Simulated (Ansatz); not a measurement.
`[OH][InH][F]` and `[OH][GaH][F]` differ in one element.

Ansatz, PBE0-D4/def2-TZVP geometries, multiplicity 1. Each molecule was computed in one conformer, which needn't be the lowest.

Elements past krypton have def2 core potentials. Scalar relativity is left out up to krypton.

```csv
property,`[OH][InH][F]`
HOMO energy (PBE0/def2-TZVPP) / eV,-8.90
LUMO energy (B3LYP/def2-TZVPP) / eV,-1.79
LUMO energy (ωB97M-V/def2-TZVPP) / eV,0.05
HOMO–LUMO gap (PBE/def2-TZVPP) / eV,4.92
LUMO energy (PBE/def2-TZVPP) / eV,-2.33
HOMO–LUMO gap (PBE0/def2-TZVPP) / eV,7.49
```

Task: Give the same properties after the change, and the shifts. (Estimate.)

Result: The calculation gave: 
```tsv
property	`[OH][GaH][F]`	shift
HOMO energy (PBE0/def2-TZVPP) / eV	-9.37	-0.47
LUMO energy (B3LYP/def2-TZVPP) / eV	-1.27	0.52
LUMO energy (ωB97M-V/def2-TZVPP) / eV	0.74	0.69
HOMO–LUMO gap (PBE/def2-TZVPP) / eV	5.96	1.04
LUMO energy (PBE/def2-TZVPP) / eV	-1.73	0.60
HOMO–LUMO gap (PBE0/def2-TZVPP) / eV	8.42	0.93
```

With PBE0 the HOMO falls by 0.47 eV and the LUMO rises by 0.47 eV, so the gap widens by about 0.94 eV. PBE moves the HOMO by -0.44 eV and ωB97M-V by -0.39 eV.

B3LYP here is the variant with VWN-RPA as its local correlation; programs differ in this.
